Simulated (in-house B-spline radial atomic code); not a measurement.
## Binding energies in Lu²⁺

NIST's tabulated ground configuration is [Xe] 4f14 6s1; each binding energy is the energy of the ion with one electron taken from that subshell, relaxed, less that of the parent. Computed with a B-spline radial code for spherical atoms: Dirac-Hartree-Fock, average of configuration, Fermi nucleus of rms radius 5.37 fm. Energies include first-order Breit, QED and recoil terms.

| subshell | X-ray name | binding energy (eV) | -ε (eV) | relaxation (eV) |
| --- | --- | --- | --- | --- |
| 2p1/2 | L2 | 10376.3 | 10468.2 | 55.8 |
| 2p3/2 | L3 | 9271.4 | 9348.2 | 53.1 |
| 3p1/2 | M2 | 2293.7 | 2330.9 | 30.5 |
| 3p3/2 | M3 | 2054.8 | 2087.9 | 29.0 |
| 3d3/2 | M4 | 1667.2 | 1701.3 | 31.5 |
| 3d5/2 | M5 | 1616.1 | 1648.8 | 31.0 |
| 4p1/2 | N2 | 444.6 | 457.8 | 11.9 |
| 4p3/2 | N3 | 390.5 | 402.1 | 10.8 |
| 4d3/2 | N4 | 234.8 | 245.2 | 10.2 |
| 4d5/2 | N5 | 224.9 | 234.8 | 9.8 |
| 5p1/2 | O2 | 59.41 | 61.11 | 1.57 |
| 5p3/2 | O3 | 52.35 | 53.71 | 1.30 |
| 4f5/2 | N6 | 33.03 | 40.49 | 7.58 |
| 4f7/2 | N7 | 31.59 | 38.74 | 7.34 |
| 6s | P1 | 19.94 | 20.01 | 0.04 |

Relaxation = -ε minus the binding energy without Breit, QED and recoil terms.

Emission lines follow as differences of binding energies, with λ = 12398.42 eV·Å / E:

```
 line          holes  energy (eV)  wavelength (Å)
L3-M5  2p3/2 → 3d5/2       7655.3          1.6196
L2-M4  2p1/2 → 3d3/2       8709.1          1.4236
L2-N4  2p1/2 → 4d3/2      10141.5          1.2225
M5-N7  3d5/2 → 4f7/2       1584.5          7.8248
M4-N6  3d3/2 → 4f5/2       1634.2           7.587
```

**Question.** What does it cost to remove both a 3p1/2 and a 3d3/2 electron?

**Answer.** 4013.9 eV, which is 53.02 eV more than the two single binding energies together.

**Question.** What does it cost to remove two 3d3/2 electrons?

**Answer.** 3399 eV, which is 64.64 eV more than the two single binding energies together.

**Question.** What does it cost to remove both a 2p1/2 and a 3d3/2 electron?

**Answer.** 12130 eV, which is 86.57 eV more than the two single binding energies together.
